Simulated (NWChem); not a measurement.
System: CrS2F2; SMILES [F][Cr]([F])(=[S])=[S]

The following NWChem deck was run.

```
start job
memory heap 200 mb stack 900 mb global 1100 mb
geometry units angstroms noautoz
  Cr     0.000000     0.000000    -0.230270
  S      1.613712     0.000000     0.916390
  S     -1.613712     0.000000     0.916390
  F      0.000000     1.390457    -1.204800
  F      0.000000    -1.390457    -1.204800
end
basis spherical
  * library def2-svp
end
dft
  xc xpbe96 cpbe96
  iterations 150
  vectors input atomic output neutral.movecs
end
task dft energy
charge 1
dft
  odft
  mult 2
  vectors input atomic output cation.movecs
end
task dft energy
```

NWChem printed, in part:

```
             Northwest Computational Chemistry Package (NWChem) 7.3.0
             --------------------------------------------------------

 C2V symmetry detected

                             Geometry "geometry" -> ""
                             -------------------------

 Output coordinates in angstroms (scale by  1.889725989 to convert to a.u.)

  No.       Tag          Charge          X              Y              Z
 ---- ---------------- ---------- -------------- -------------- --------------
    1 Cr                  24.0000     0.00000000     0.00000000    -0.25880514
    2 S                   16.0000     1.61371200     0.00000000     0.88785486
    3 S                   16.0000    -1.61371200     0.00000000     0.88785486
    4 F                    9.0000     0.00000000     1.39045700    -1.23333514
    5 F                    9.0000     0.00000000    -1.39045700    -1.23333514

 Effective nuclear repulsion energy (a.u.)     498.7129413174

      Symmetry information
      --------------------

 Group name             C2v
 Group number             16
 Group order               4
 No. of unique centers     3

  pbe96 is a nonlocal functional; adding pw91lda local functional.

                                 NWChem DFT Module
                                 -----------------

 Summary of "ao basis" -> "ao basis" (spherical)
 ------------------------------------------------------------------------------
       Tag                 Description            Shells   Functions and Types
 ---------------- ------------------------------  ------  ---------------------
 Cr                         def2-svp                11       31   5s3p2d1f
 S                          def2-svp                 8       18   4s3p1d
 F                          def2-svp                 6       14   3s2p1d

      Symmetry analysis of basis
      --------------------------

        a1         37
        a2         12
        b1         24
        b2         22

            General Information
            -------------------
          SCF calculation type: DFT
          Wavefunction type:  closed shell.
          No. of atoms     :     5
          No. of electrons :    74
           Alpha electrons :    37
            Beta electrons :    37
          Charge           :     0
          Spin multiplicity:     1
          Use of symmetry is: on ; symmetry adaption is: on
          Maximum number of iterations: 150
          AO basis - number of functions:    95
                     number of shells:    39
          Convergence on energy requested:  1.00D-06
          Convergence on density requested:  1.00D-05
          Convergence on gradient requested:  5.00D-04

              XC Information
              --------------
          PerdewBurkeErnzerhof Exchange Functional  1.000
            Perdew 1991 LDA Correlation Functional  1.000 local
           PerdewBurkeErnz. Correlation Functional  1.000 non-local

             Grid Information
             ----------------
          Grid used for XC integration:  medium
          Radial quadrature: Mura-Knowles
          Angular quadrature: Lebedev.
          Tag              B.-S. Rad. Rad. Pts. Rad. Cut. Ang. Pts.
          ---              ---------- --------- --------- ---------
          Cr                  1.40      112           9.0       590
          S                   1.00       88           9.0       590
          F                   0.50       49           8.0       434
          Grid pruning is: on
          Number of quadrature shells:   249
          Spatial weights used:  Erf1

      Superposition of Atomic Density Guess
      -------------------------------------

 Sum of atomic energies:       -2036.31229041

      Non-variational initial energy
      ------------------------------

 Total energy =   -2036.282413
 1-e energy   =   -3804.667314
 2-e energy   =    1269.671959
 HOMO         =      -0.310495
 LUMO         =      -0.084244

      Symmetry analysis of molecular orbitals - initial
      -------------------------------------------------

  Numbering of irreducible representations:

     1 a1          2 a2          3 b1          4 b2

  Orbital symmetries:

     1 a1          2 a1          3 b1          4 a1          5 a1
     6 b2          7 b1          8 a1          9 b2         10 a1
    11 b1         12 a1         13 b1         14 a1         15 b2
    16 b1         17 a2         18 a1         19 b2         20 a1
    21 b1         22 a1         23 b2         24 a1         25 b1
    26 a1         27 b2         28 a1         29 a2         30 b1
    31 b2         32 a1         33 a1         34 b1         35 b2
    36 a2         37 b1         38 a1         39 a2         40 a1
    41 b1         42 b2         43 a1         44 a1         45 b2
    46 b1         47 a1

[...]
```

Level: PBE/def2-SVP, vertical spin-unrestricted ions. Structure relaxed at the B3LYP/6-31G* (spherical d) level.
